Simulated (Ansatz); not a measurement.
CH₃BO₂Se. The species carries charge 0 and has multiplicity 1. The bonds changed during the relaxation, so this is another structure than the one it started from. The geometry is a stationary point of PBE0-D4/def2-TZVP. It is one conformer, not always the lowest.

```xyz
8

O     1.696    0.108    0.372
C     0.535   -0.156   -0.146
O     0.577   -0.901   -1.172
B    -0.854    0.382    0.417
Se   -2.284   -0.209   -0.589
H     1.560    0.677    1.143
H    -0.423   -0.981   -1.416
H    -0.807    1.081    1.391
```

Task: What is the dipole moment at ωB97M-V/def2-TZVPP? (Best estimate.)

Result: Ansatz gave: 4.06 D, with components (3.75, 0.67, 1.42) D in this frame, pointing from negative to positive charge.

Task: And with PBE, r2SCAN, B3LYP? (Estimate.)

Result: Ansatz gave: PBE 3.57 D, r2SCAN 3.83 D, B3LYP 3.76 D.

Task: Give the Mulliken charges with ωB97M-V, r2SCAN, B3LYP in def2-TZVPP. (Estimate.)

Result: The calculation gave: 
```
atom  ωB97M-V  r2SCAN  B3LYP
  O1    -0.17   -0.21  -0.17
  C2     0.43    0.42   0.39
  O3    -0.18   -0.22  -0.18
  B4    -0.32   -0.22  -0.24
 Se5    -0.28   -0.26  -0.28
  H6     0.24    0.26   0.24
  H7     0.23    0.24   0.22
  H8     0.06   -0.01   0.02
```

B3LYP here is the variant with VWN-RPA as its local correlation; programs differ in this.
